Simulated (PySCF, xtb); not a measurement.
C₄H₁₀O₂, SMILES COCCOC.

GFN2-xTB run with xtb at its own geometry gives an orbital gap of 11.73 eV and a dipole moment of 1.47 D.

Geometry: r2SCAN-D4/def2-SVP. One conformer was computed; it need not be the lowest.

Problem. What does PySCF with CAM-B3LYP/def2-TZVP give? (Estimate from the structure and the level; the computed values follow.)

Solution. gap 10.83 eV (levels -8.71 and 2.12 eV), dipole 1.36 D.
